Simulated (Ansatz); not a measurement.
Cost and result for the atomization energy of C3H8AlN (13 atoms, 14 bonds).

```csv
atom,x (Å),y (Å),z (Å)
N1,0.8405,0.9963,0.7317
C2,-0.0976,0.9849,-0.4494
C3,-1.1257,-0.1030,-0.1447
C4,-0.3537,-1.4579,-0.0864
Al5,1.2381,-0.4334,-0.6050
H6,1.4763,1.7824,0.7048
H7,0.3964,0.9499,1.6463
H8,-0.4756,1.9672,-0.7181
H9,-1.8603,-0.1138,-0.9530
H10,-1.6815,0.0948,0.7879
H11,-0.3534,-1.9191,0.9036
H12,-0.7660,-2.1854,-0.7859
H13,2.7626,-0.5627,-1.0319
```

Charge 0, multiplicity 1. The bonds changed during the relaxation, so this is another structure than the one it started from. Geometry: relaxed with PBE0-D4/def2-TZVP. It is one conformer, not always the lowest. Program: Ansatz. All runs use 4 threads of an Intel Xeon Platinum 8259CL on a shared host. Times are those of one run each, without the atoms' runs, and a repeat can differ threefold. Electronic energies, without spin–orbit coupling; frozen cores. CCSD(T)/CBS adds CCSD(T) − MP2 in def2-TZVPP to the MP2 limit, and its time is that of the two runs behind it. T1 = 0.010. B3LYP takes the VWN-RPA correlation (the form of Gaussian; ORCA's B3LYP/G).

CCSD(T)/CBS is a level of theory with its own doubt, some kJ/mol a heavy atom from the limit and from the frozen cores, so smaller differences don't rank the functionals.

| level | functions | wall time | atomization (kcal/mol) | difference from CCSD(T)/CBS | per bond |
| --- | --- | --- | --- | --- | --- |
| PBE-D4/def2-TZVPP (with forces) | 278 | 3.6 s | 1165.3 | 24.4 | 1.7 |
| PBE0-D4/def2-TZVPP | 278 | 4.2 s | 1148.6 | 7.7 | 0.5 |
| r2SCAN-D4/def2-TZVPP (with forces) | 278 | 6 s | 1144.1 | 3.2 | 0.2 |
| B3LYP-D4/def2-TZVPP (with forces) | 278 | 6 s | 1141.0 | 0.1 | 0.0 |
| B2PLYP/def2-TZVPP | 278 | 7 s | 1128.2 | -12.7 | -0.9 |
| ωB97X-V/def2-TZVPP | 278 | 9 s | 1146.4 | 5.5 | 0.4 |
| ωB97M-V/def2-TZVPP (with forces) | 278 | 12 s | 1147.0 | 6.1 | 0.4 |
| MP2/def2-QZVPP | 538 | 33 s | 1143.7 | 2.8 | 0.2 |
| CCSD(T)/def2-TZVPP | 278 | 2 min | 1112.0 | -28.9 | -2.1 |
| CCSD(T)/CBS(def2) | – | 2.6 min | 1140.9 | 0.0 | 0.0 |

In def2-TZVPP, CCSD(T) changes the Hartree–Fock value by +289.0 kcal/mol (the triples alone add +16.7 kcal/mol) and MP2 by +303.6 kcal/mol; breaking electron pairs costs correlation energy, which Hartree–Fock lacks. From PBE to PBE0 (25 % exact exchange), in def2-TZVPP and without D4, the atomization energy moves by −15.6 kcal/mol: exact exchange takes away binding that semilocal exchange gives to molecules. The D4 term adds +10.5 kcal/mol with B3LYP and +5.5 kcal/mol with PBE0; it sums over pairs of atoms, weighted by their polarisabilities, and B3LYP, whose exchange is more repulsive, gets the larger term.
